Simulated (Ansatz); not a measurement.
Geometry optimisation, RHF/def2-SVP (Ansatz 0.2.0).

input.yaml

```yaml
crystal:
  periodic: [false, false, false]
  atoms:
    - { symbol: C, position_ang: [-1.4707, 0.4085, 0.0773] }
    - { symbol: B, position_ang: [-0.0815, -0.1881, -0.1433] }
    - { symbol: "N", position_ang: [1.03269, 0.73632, -0.62161] }
    - { symbol: C, position_ang: [0.22461, -1.79905, 0.10131] }
    - { symbol: Cl, position_ang: [-0.04503, -2.15207, 1.79694] }
    - { symbol: H, position_ang: [-1.8659, 0.9149, -0.8908] }
    - { symbol: H, position_ang: [-2.2034, -0.3353, 0.3852] }
    - { symbol: H, position_ang: [-1.4447, 1.2596, 0.8383] }
    - { symbol: H, position_ang: [1.80357, 0.5837, 0.06066] }
    - { symbol: H, position_ang: [1.38096, 0.29442, -1.53995] }
    - { symbol: H, position_ang: [-0.55741, -2.34079, -0.55301] }
    - { symbol: H, position_ang: [1.21146, -2.03638, -0.21492] }
basis:
  gaussian: { orbitals: def2-SVP }
hamiltonian:
  xc: hf
relax:
  f_tol: 0.015
  max_steps: 40
```

Launched with:

```bash
$ ansatz run input.yaml --threads 2 --pin off --max-ram 3072MiB --backend cpu --events-out ev --progress --plain --runs-dir out
```

Where does it end, and by what steps?

The forces met the threshold. The force dipped under the threshold on the way, but the program's further checks kept it going. After 29 steps the energy has fallen by 1.649 eV; H10 moved furthest, 1.21 Å.

| step | energy less start (eV) | largest force component (eV/Å) | accepted |
| --- | --- | --- | --- |
| 0 | 0.0000 | 2.621 | yes |
| 2 | -0.5338 | 0.229 | yes |
| 4 | -0.6848 | 2.030 | yes |
| 6 | -1.1324 | 2.253 | yes |
| 8 | -1.5420 | 0.687 | yes |
| 10 | -1.6209 | 0.915 | yes |
| 12 | -1.6380 | 0.117 | yes |
| 14 | -1.6436 | 0.030 | yes |
| 16 | -1.6441 | 0.040 | yes |
| 18 | -1.6449 | 0.082 | yes |
| 20 | -1.6452 | 0.007 | yes |
| 22 | -1.6464 | 0.095 | yes |
| 24 | -1.6482 | 0.088 | yes |
| 26 | -1.6490 | 0.058 | yes |
| 28 | -1.6492 | 0.027 | yes |
| 29 | -1.6493 | 0.008 | yes |

```xyz
12
Properties=species:S:1:pos:R:3
C -1.465 0.393 -0.082
B -0.028 -0.271 -0.205
N 1.045 0.408 -0.783
C 0.211 -1.771 0.319
Cl 0.195 -1.743 2.133
H -1.478 1.453 -0.342
H -2.168 -0.122 -0.746
H -1.857 0.283 0.932
H 1.962 0.021 -0.872
H 0.978 1.350 -1.109
H -0.579 -2.456 0.020
H 1.168 -2.199 0.030
```

Time of the run: 40 s on 2 threads of Arm Neoverse V2 (shared host), peak memory 0.22 GiB.
